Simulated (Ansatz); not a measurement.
Ansatz (a first-principles code) job for SnI3, SMILES [I][Sn-]([I])[I], charge -1, PBE0/def2-SVPD. Geometry optimised at B3LYP-D3(BJ)/def2-SVPD. The isomer is the one that the SMILES or the coordinates give; other isomers of the formula were not compared. The def2 effective core potentials stand for the cores of I, Sn; spin–orbit coupling is left out.

Ansatz 0.2 input:
```yaml
crystal:
  periodic: [false, false, false]
  atoms:
    - {symbol: Sn, position_ang: [0.00000000, -0.00000000, 1.05019946]}
    - {symbol: I, position_ang: [2.21970646, -1.28154812, -0.33025140]}
    - {symbol: I, position_ang: [-2.21970646, -1.28154812, -0.33025140]}
    - {symbol: I, position_ang: [-0.00000001, 2.56309624, -0.33025140]}
basis:
  gaussian:
    orbitals: def2-SVPD
hamiltonian:
  xc: {name: PBE0}
total_charge: -1
```

Log of the run:

```
WARN ansatz: RAYON_NUM_THREADS=1 ignored (pool sized by the plan → 1); use --threads N
Functional definition: PBE0
integrals: 0.16 GiB planned
1752 factors; integrals over basis functions are off by at most 1.4e-4 eV
mean field: 1.00 GiB planned
mean field evaluation 1: about -30141.7737 eV, gradient 1.6e1 eV
mean field evaluation 2: about -30139.9668 eV, gradient 2.7e1 eV
mean field evaluation 4: about -30142.7285 eV, gradient 7.4e-1 eV
mean field evaluation 8: about -30142.7700 eV, gradient 2.8e-2 eV
mean field evaluation 16: about -30142.7700 eV, gradient 7.0e-5 eV
mean field -30142.77004607 eV, -1107.7263676898 hartree, gradient 7.0e-5 eV, S^2 0.000000; 0 other end points of the search recorded, 0 dependent functions left out
reference -30142.77008592 eV, -1107.7263691541 hartree; 49, 49 occupied and 88, 88 virtual orbitals, 1752 factors
Total energy: -30142.77008592 eV, -1107.7263691541 hartree
```

Self-consistency was reached.
